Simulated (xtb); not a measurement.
HCl3Ge, singlet, at a GFN2-xTB geometry; GFN2-xTB (xtb 6.7.1).

Input for xtb:
```
$ xtb mol.xyz --gfn 2 --opt --json

# file mol.xyz
5

Ge    -0.02977891    -0.00209901     0.41684983
Cl    -0.20148143     1.97371341    -0.30550782
Cl     1.83642666    -0.79169952    -0.17384882
Cl    -1.57075463    -1.17748931    -0.41919355
H     -0.13831524    -0.00974937     1.93615862
```

Output, abridged:

```
   ID    Z sym.   atoms
    1   32 Ge     1
    2   17 Cl     2-4
    3    1 H      5

           -------------------------------------------------
          |                Calculation Setup                |
           -------------------------------------------------

           -------------------------------------------------
          |                 G F N 2 - x T B                 |
           -------------------------------------------------

          ...................................................
          :                      SETUP                      :
          :.................................................:
          :  # basis functions                  41          :
          :  # atomic orbitals                  37          :
          :  # shells                           13          :
          :  # electrons                        26          :
          :  max. iterations                   250          :
          :  Hamiltonian                  GFN2-xTB          :
          :  restarted?                      false          :
          :  GBSA solvation                  false          :
          :  PC potential                    false          :
          :  electronic temp.          300.0000000     K    :
          :  accuracy                    1.0000000          :
          :  -> integral cutoff          0.2500000E+02      :
          :  -> integral neglect         0.1000000E-07      :
          :  -> SCF convergence          0.1000000E-05 Eh   :
          :  -> wf. convergence          0.1000000E-03 e    :
          :  Broyden damping             0.4000000          :
          :  net charge                          0          :
          :  unpaired electrons                  0          :
          ...................................................

 iter      E             dE          RMSdq      gap      omega  full diag
   1    -15.9696888 -0.159697E+02  0.793E+00    5.87       0.0  T
   2    -15.8126941  0.156995E+00  0.103E+01    7.30       1.0  T
   3    -16.2416219 -0.428928E+00  0.330E+00    6.55       1.0  T
   4    -16.2471963 -0.557440E-02  0.832E-01    6.32       1.0  T
   5    -16.2468728  0.323489E-03  0.650E-01    6.32       1.0  T
   6    -16.2479521 -0.107929E-02  0.101E-01    6.38       1.0  T
   7    -16.2479689 -0.167852E-04  0.300E-02    6.37       1.5  T
   8    -16.2479718 -0.290361E-05  0.140E-02    6.37       3.2  T
   9    -16.2479724 -0.565315E-06  0.354E-03    6.37      12.6  T
  10    -16.2479724  0.184447E-08  0.140E-03    6.37      31.9  T
  11    -16.2479724 -0.296521E-08  0.342E-04    6.37     130.7  T
  12    -16.2479724 -0.199694E-09  0.260E-05    6.37    1720.7  T

   *** convergence criteria satisfied after 12 iterations ***

         :::::::::::::::::::::::::::::::::::::::::::::::::::::
         ::                     SUMMARY                     ::
         :::::::::::::::::::::::::::::::::::::::::::::::::::::
         :: total energy             -16.234086101239 Eh    ::
         :: gradient norm              0.000016610292 Eh/a0 ::
         :: HOMO-LUMO gap              6.368719667313 eV    ::
         ::.................................................::
         :: SCC energy               -16.247970502665 Eh    ::
         :: -> isotropic ES           -0.003916216671 Eh    ::
         :: -> anisotropic ES          0.000692090949 Eh    ::
         :: -> anisotropic XC          0.001024532850 Eh    ::
         :: -> dispersion             -0.004797732097 Eh    ::
         :: repulsion energy           0.013884401426 Eh    ::
         :: add. restraining           0.000000000000 Eh    ::
         :: total charge              -0.000000000000 e     ::
         :::::::::::::::::::::::::::::::::::::::::::::::::::::

      -----------------------------------------------------------
     |                   =====================                   |
     |                        A N C O P T                        |
     |                   =====================                   |
     |               Approximate Normal Coordinate               |
     |                Rational Function Optimizer                |
      -----------------------------------------------------------
      -----------------------------------------------------------
     |                   =====================                   |
     |                        A N C O P T                        |
     |                   =====================                   |
     |               Approximate Normal Coordinate               |
     |                Rational Function Optimizer                |
      -----------------------------------------------------------

          ...................................................
          :                      SETUP                      :
          :.................................................:
          :   optimization level            normal          :
          :   max. optcycles                   200          :
          :   ANC micro-cycles                  20          :
          :   degrees of freedom                 9          :
          :.................................................:
          :   RF solver                   davidson          :
          :   write xtbopt.log                true          :
          :   linear?                        false          :
          :   energy convergence         0.5000000E-05 Eh   :
          :   grad. convergence          0.1000000E-02 Eh/α :
          :   maxmium RF displ.          1.0000000          :
          :   Hlow (freq-cutoff)         0.1000000E-01      :
          :   Hmax (freq-cutoff)         5.0000000          :
          :   S6 in model hess.         20.0000000          :
          ...................................................

generating ANC from exact Hessian ...
Using Lindh-Hessian (1995)
 Shifting diagonal of input Hessian by    7.4964821731472566E-003
 Lowest  eigenvalues of input Hessian
[...]
 * total energy  :   -16.2340861 Eh     change        0.1357137E-11 Eh
   *** GEOMETRY OPTIMIZATION CONVERGED AFTER 1 ITERATIONS ***
[...]
          :  net charge                          0          :
          :  unpaired electrons                  0          :
          ...................................................

 iter      E             dE          RMSdq      gap      omega  full diag
   1    -16.2479724 -0.162480E+02  0.940E-06    6.37       0.0  T
   2    -16.2479724  0.103029E-12  0.857E-06    6.37    5220.5  T
   3    -16.2479724 -0.245137E-12  0.413E-06    6.37   10824.0  T

   *** convergence criteria satisfied after 3 iterations ***

         :::::::::::::::::::::::::::::::::::::::::::::::::::::
         ::                     SUMMARY                     ::
         :::::::::::::::::::::::::::::::::::::::::::::::::::::
         :: total energy             -16.234086101240 Eh    ::
         :: gradient norm              0.000016530436 Eh/a0 ::
         :: HOMO-LUMO gap              6.368721132002 eV    ::
         ::.................................................::
         :: SCC energy               -16.247970502666 Eh    ::
         :: -> isotropic ES           -0.003916254988 Eh    ::
         :: -> anisotropic ES          0.000692082464 Eh    ::
         :: -> anisotropic XC          0.001024526185 Eh    ::
         :: -> dispersion             -0.004797730484 Eh    ::
         :: repulsion energy           0.013884401426 Eh    ::
         :: add. restraining           0.000000000000 Eh    ::
         :: total charge              -0.000000000000 e     ::
         :::::::::::::::::::::::::::::::::::::::::::::::::::::

           -------------------------------------------------
          |                Property Printout                |
           -------------------------------------------------

    * Orbital Energies and Occupations

         #    Occupation            Energy/Eh            Energy/eV
      -------------------------------------------------------------
         1        2.0000           -1.0709957             -29.1433
         2        2.0000           -1.0709957             -29.1433
         3        2.0000           -1.0690635             -29.0907
         4        2.0000           -0.6626344             -18.0312
         5        2.0000           -0.4972054             -13.5296
         6        2.0000           -0.4965231             -13.5111
         7        2.0000           -0.4965231             -13.5111
         8        2.0000           -0.4621428             -12.5755
         9        2.0000           -0.4621428             -12.5755
        10        2.0000           -0.4508046             -12.2670
        11        2.0000           -0.4508046             -12.2670
        12        2.0000           -0.4505570             -12.2603
        13        2.0000           -0.4486436             -12.2082 (HOMO)
        14                         -0.2145974              -5.8395 (LUMO)
        15                         -0.1383923              -3.7658
        16                         -0.1383923              -3.7658
        17                         -0.0863693              -2.3502
        18                         -0.0046673              -0.1270
        19                         -0.0046673              -0.1270
        20                         -0.0026128              -0.0711
        21                         -0.0026128              -0.0711
        22                         -0.0021397              -0.0582
        23                         -0.0007635              -0.0208
        24                         -0.0007571              -0.0206
       ...                                ...                  ...
        37                          1.0752394              29.2588
      -------------------------------------------------------------
                  HL-Gap            0.2340462 Eh            6.3687 eV
             Fermi-level           -0.3316205 Eh           -9.0239 eV

     #   Z          covCN         q      C6AA      α(0)
     1  32 Ge       3.382     0.292   174.011    24.102
     2  17 Cl       0.818    -0.114   102.599    15.495
     3  17 Cl       0.818    -0.114   102.599    15.495
     4  17 Cl       0.818    -0.114   102.599    15.495
     5   1 H        0.932     0.049     2.335     2.389

 Mol. C6AA /au·bohr⁶  :       2022.607417
 Mol. C8AA /au·bohr⁸  :     106980.918869
 Mol. α(0) /au        :         72.976916

Wiberg/Mayer (AO) data.
largest (>0.10) Wiberg bond orders for each atom

 ---------------------------------------------------------------------------
     #   Z sym  total        # sym  WBO       # sym  WBO       # sym  WBO
 ---------------------------------------------------------------------------
     1  32 Ge   4.212 --     2 Cl   1.159     4 Cl   1.159     3 Cl   1.159
                             5 H    0.736
     2  17 Cl   1.399 --     1 Ge   1.159
     3  17 Cl   1.399 --     1 Ge   1.159
     4  17 Cl   1.399 --     1 Ge   1.159
     5   1 H    0.998 --     1 Ge   0.736
 ---------------------------------------------------------------------------

Topologies differ in total number of bonds
Writing topology from bond orders to xtbtopo.mol

molecular dipole:
                 x           y           z       tot (Debye)
 q only:       -0.043      -0.003       0.601
   full:       -0.037      -0.003       0.521       1.328
molecular quadrupole (traceless):
                xx          xy          yy          xz          yz          zz
 q only:       -1.538       0.002      -1.562      -0.333      -0.023       3.100
  q+dip:       -1.851       0.002      -1.879      -0.401      -0.028       3.730
   full:       -1.746       0.002      -1.773      -0.378      -0.027       3.520

optimized geometry written to: xtbopt.xyz

           -------------------------------------------------
          | TOTAL ENERGY              -16.234086101240 Eh   |
          | GRADIENT NORM               0.000016530436 Eh/α |
          | HOMO-LUMO GAP               6.368721132002 eV   |
           -------------------------------------------------

normal termination of xtb
```
